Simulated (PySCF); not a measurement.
CH3ClFNSi2, SMILES N1=C[SiH2][Si@]1(Cl)F.

The structure is a stationary point at PBE-D3(BJ)/def2-SVP. The structure was generated by enumeration; whether it is a known compound was not checked.

Computed with PySCF with PBE0/def2-TZVP.

The molecule is in vacuum.

Question: Estimate the frontier levels, gap, dipole moment and polarisability. (An estimate is asked for; the answer gives what the named calculation found.)

Answer: 
```
Property                                                                                                        Value
---------------------------------------------------------------------------------------------  ----------------------
highest occupied level                                                                                       -7.44 eV
lowest empty level                                                                                           -1.78 eV
orbital gap                                                                                                   5.66 eV
dipole moment                                                                                                  3.24 D
quadrupole, principal values (traceless, Buckingham form, about the centre of nuclear charge)  -3.93, -2.29, 6.22 D·Å
mean static polarisability                                                                      79.2 bohr³ (11.74 Å³)
polarisability, principal values                                                               64.3, 73.7, 99.7 bohr³
```
